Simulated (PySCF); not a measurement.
Atoms are numbered as in `[CH:1]#[C:2][C@@H:3]([SiH3:4])[C:5](=[C:6]=[O:7])[CH:8]=[O:9]` (H(Xn): hydrogen on atom n).

One conformer, in vacuum, non-relativistic, one averaged value for each set of equivalent atoms. Shieldings: GIAO PBE0/pcSseg-1; structure optimised with GFN2-xTB; PySCF 2.14.

Scale: TMS for 13C and 1H and 29Si; 17O vs H2O (reference shieldings calculated alike).

```json
{"atoms": "H(C3)", "nucleus": "1H", "count": "1", "Hirshfeld charge": "0.06", "δ (ppm)": "2.97"}
{"atoms": "C5", "nucleus": "13C", "count": "1", "Hirshfeld charge": "-0.06", "δ (ppm)": "59.3"}
{"atoms": "C6", "nucleus": "13C", "count": "1", "Hirshfeld charge": "0.23", "δ (ppm)": "208.1"}
{"atoms": "Si4", "nucleus": "29Si", "count": "1", "Hirshfeld charge": "0.32", "δ (ppm)": "?"}
{"atoms": "H(C1)", "nucleus": "1H", "count": "1", "Hirshfeld charge": "0.09", "δ (ppm)": "?"}
{"atoms": "C8", "nucleus": "13C", "count": "1", "Hirshfeld charge": "0.11", "δ (ppm)": "185.3"}
{"atoms": "C1", "nucleus": "13C", "count": "1", "Hirshfeld charge": "-0.11", "δ (ppm)": "79.0"}
{"atoms": "H(C8)", "nucleus": "1H", "count": "1", "Hirshfeld charge": "0.05", "δ (ppm)": "9.94"}
{"atoms": "O7", "nucleus": "17O", "count": "1", "Hirshfeld charge": "-0.11", "δ (ppm)": "429.6"}
{"atoms": "C2", "nucleus": "13C", "count": "1", "Hirshfeld charge": "-0.05", "δ (ppm)": "85.8"}
{"atoms": "H(Si4)", "nucleus": "1H", "count": "3", "Hirshfeld charge": "-0.07", "δ (ppm)": "4.00"}
{"atoms": "C3", "nucleus": "13C", "count": "1", "Hirshfeld charge": "-0.09", "δ (ppm)": "?"}
{"atoms": "O9", "nucleus": "17O", "count": "1", "Hirshfeld charge": "-0.22", "δ (ppm)": "?"}
```

**Question.** Estimate the values marked ?.

**Answer.** 
- C3: 8.5 ppm, allylic sp3 CH bonded to Si; an electropositive neighbour leaves it electron-rich and shielded
- H(C1): 1.76 ppm, hydrogen on a terminal alkyne carbon; it lies on the axis of the triple bond, in its shielding cone
- Si4: -59.4 ppm, silicon bonded to C, 3 H
- O9: 638.8 ppm, aldehyde oxygen

Shifts are as computed. Against solution values, carbons near 30 ppm lie about +3 ppm off and those near 130 ppm about +5 ppm. Of 1211 compounds with measured shifts, 218 miss one by over three times the rms of a fit or turn the order of signals round; such compounds aren't used in these exercises. Unscaled 17O shifts of doubly bonded oxygen tend to come out too high, by tens of ppm or more. Experimental scales use liquid or dissolved standards, which lie at an offset from isolated H2O (liquid H2O: subtract about 36 ppm).
